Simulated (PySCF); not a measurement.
H₂F₂SSi (SMILES F[SiH](F)S), singlet, at a GFN2-xTB geometry; CASSCF(4,4)/6-31G run with PySCF.

The PySCF input:
```python
from pyscf import gto, scf, mcscf
import numpy

mol = gto.M(
    atom='''
Si   -0.43294657    0.19464555    0.35920645
F    -1.56097505   -0.68912823   -0.32481742
F    -0.49406170    1.57197833   -0.44174029
S     1.45055031   -0.72034231    0.01238124
H    -0.78645530    0.43973871    1.72912091
H     2.13423290    0.41504970   -0.05709177
''',
    basis='6-31g',
    verbose=4,
)

mf = scf.RHF(mol)
mf.kernel()
mc = mcscf.CASSCF(mf, 4, 4)
mc.fix_spin_(ss=0.0)
mc = mc.newton()
mc.kernel()
occ = numpy.linalg.eigvalsh(mc.fcisolver.make_rdm1(mc.ci, mc.ncas, mc.nelecas))[::-1]
ss = mc.fcisolver.spin_square(mc.ci, mc.ncas, mc.nelecas)[0]
print('natural occupations', occ.round(4), ' <S^2>', round(ss, 4))
```

Q: Write the output that PySCF gives for this input, abridged.

A: 
```
PySCF version 2.14.0

[INPUT] verbose = 4
[INPUT] num. atoms = 6
[INPUT] num. electrons = 50
[INPUT] charge = 0
[INPUT] spin (= nelec alpha-beta = 2S) = 0
[INPUT] symmetry False subgroup None
[INPUT] Mole.unit = angstrom
[INPUT] Symbol           X                Y                Z      unit          X                Y                Z       unit  Magmom
[INPUT]  1 Si    -0.432946570000   0.194645550000   0.359206450000 AA   -0.818150443870   0.367826780865   0.678801812677 Bohr   0.0
[INPUT]  2 F     -1.560975050000  -0.689128230000  -0.324817420000 AA   -2.949815331779  -1.302263619406  -0.613815964288 Bohr   0.0
[INPUT]  3 F     -0.494061700000   1.571978330000  -0.441740290000 AA   -0.933641301637   2.970608517451  -0.834768166286 Bohr   0.0
[INPUT]  4 S      1.450550310000  -0.720342310000   0.012381240000 AA    2.741142815803  -1.361249681837   0.023397152683 Bohr   0.0
[INPUT]  5 H     -0.786455300000   0.439738710000   1.729120910000 AA   -1.486185126213   0.830985728270   3.267564956159 Bohr   0.0
[INPUT]  6 H      2.134232900000   0.415049700000  -0.057091770000 AA    4.033115667036   0.784330261083  -0.107887809267 Bohr   0.0

nuclear repulsion = 231.036049895027
number of shells = 28
number of NR pGTOs = 144
number of NR cGTOs = 48
basis = 6-31g
ecp = {}

******** <class 'pyscf.scf.hf.RHF'> ********
method = RHF
initial guess = minao
damping factor = 0
level_shift factor = 0
DIIS = <class 'pyscf.scf.diis.CDIIS'>
diis_start_cycle = 1
diis_space = 8
diis_damp = 0
SCF conv_tol = 1e-09
SCF conv_tol_grad = None
SCF max_cycles = 50
direct_scf = True
direct_scf_tol = 1e-13
Set gradient conv threshold to 3.16228e-05
Initial guess from minao.
init E= -886.764114725417
  HOMO = -0.323795109416192  LUMO = 0.0941166606946369  gap/eV = 11.37196
cycle= 1 E= -886.357581034733  delta_E= 0.407  |g|= 0.613  |ddm|= 2.17
  HOMO = -0.422302899977335  LUMO = 0.0986433887042604  gap/eV = 14.17567
cycle= 2 E= -886.429198926392  delta_E= -0.0716  |g|= 0.359  |ddm|= 0.934
  HOMO = -0.42455175558695  LUMO = 0.109408687811747  gap/eV = 14.52980
cycle= 3 E= -886.449370258328  delta_E= -0.0202  |g|= 0.033  |ddm|= 0.24
  HOMO = -0.425791794154909  LUMO = 0.119140940681187  gap/eV = 14.82838
cycle= 4 E= -886.449899311505  delta_E= -0.000529  |g|= 0.00829  |ddm|= 0.0708
  HOMO = -0.423221583780079  LUMO = 0.119378339878826  gap/eV = 14.76490
cycle= 5 E= -886.449943645718  delta_E= -4.43e-05  |g|= 0.00245  |ddm|= 0.0222
  HOMO = -0.424354518133567  LUMO = 0.119177943349474  gap/eV = 14.79027
cycle= 6 E= -886.449947358196  delta_E= -3.71e-06  |g|= 0.000571  |ddm|= 0.00615
  HOMO = -0.424264321800898  LUMO = 0.119251044131737  gap/eV = 14.78981
cycle= 7 E= -886.449947590608  delta_E= -2.32e-07  |g|= 0.000113  |ddm|= 0.00163
  HOMO = -0.424265389089507  LUMO = 0.119250163388187  gap/eV = 14.78981
cycle= 8 E= -886.449947598504  delta_E= -7.9e-09  |g|= 4.61e-05  |ddm|= 0.000303
  HOMO = -0.424266375118503  LUMO = 0.119248998489748  gap/eV = 14.78981
cycle= 9 E= -886.449947599139  delta_E= -6.35e-10  |g|= 1.12e-05  |ddm|= 6.4e-05
  HOMO = -0.424265338413656  LUMO = 0.11924888366886  gap/eV = 14.78978
Extra cycle  E= -886.449947599221  delta_E= -8.21e-11  |g|= 5.67e-06  |ddm|= 2.72e-05
converged SCF energy = -886.449947599221

******** <class 'pyscf.mcscf.newton_casscf.CASSCF'> ********
CAS (2e+2e, 4o), ncore = 23, nvir = 21
max_cycle_macro = 50
max_cycle_micro = 10
conv_tol = 1e-07
conv_tol_grad = None
orbital rotation max_stepsize = 0.03
augmented hessian ah_max_cycle = 30
augmented hessian ah_conv_tol = 1e-12
augmented hessian ah_linear dependence = 1e-14
augmented hessian ah_level shift = 1e-08
augmented hessian ah_start_tol = 500
augmented hessian ah_start_cycle = 3
augmented hessian ah_grad_trust_region = 3
kf_trust_region = 3
kf_interval = 5
natorb = False
canonicalization = True
internal_rotation = False
******** <class 'pyscf.fci.addons.SpinPenaltyFCISolver'> ********
max. cycles = 50
conv_tol = 1e-08
davidson only = True
linear dependence = 1e-12
level shift = 0.001
max iter space = 12
nroots = 1
pspace_size = 400
spin = None

WARN: SO-CASSCF (Second order CASSCF) is an experimental feature. Its performance is bad for large systems.

CASCI E = -886.451442364966  dE = -886.45144  S^2 = 0.0000000
Set conv_tol_grad to 0.000316228
macro 1 (17 JK  12 micro), CASSCF E = -886.458857159551  dE = -0.007415  |grad|=0.0327  S^2 = 0.0000000
macro 2 (20 JK  15 micro), CASSCF E = -886.465175768723  dE = -0.006319  |grad|=0.0656  S^2 = 0.0000000
macro 3 (19 JK  14 micro), CASSCF E = -886.469084624371  dE = -0.003909  |grad|=0.0144  S^2 = 0.0000000
macro 4 (11 JK  7 micro), CASSCF E = -886.469529957686  dE = -0.0004453  |grad|=0.00491  S^2 = 0.0000000
macro 5 (11 JK  6 micro), CASSCF E = -886.469534541344  dE = -4.584e-06  |grad|=0.00124  S^2 = 0.0000000
macro 6 (9 JK  5 micro), CASSCF E = -886.469607572336  dE = -7.303e-05  |grad|=0.00101  S^2 = 0.0000000
macro 7 (12 JK  8 micro), CASSCF E = -886.469618915589  dE = -1.134e-05  |grad|=0.000694  S^2 = 0.0000000
macro 8 (10 JK  6 micro), CASSCF E = -886.469619044162  dE = -1.286e-07  |grad|=0.000107  S^2 = 0.0000000
macro 9 (1 JK  0 micro), CASSCF E = -886.469619044162  dE = 0  |grad|=1.86e-05  S^2 = 0.0000000
newton CASSCF converged in 9 macro (21 KF 89 Hx) steps
CASSCF canonicalization
Density matrix diagonal elements [1.97914199 1.98895596 0.01154317 0.02035888]
CASSCF energy = -886.469619044162
CASCI E = -886.469619044162  E(CI) = -4.46512357696713  S^2 = 0.0000000
natural occupations [1.9896 1.9791 0.0214 0.01  ]  <S^2> 0.0
```
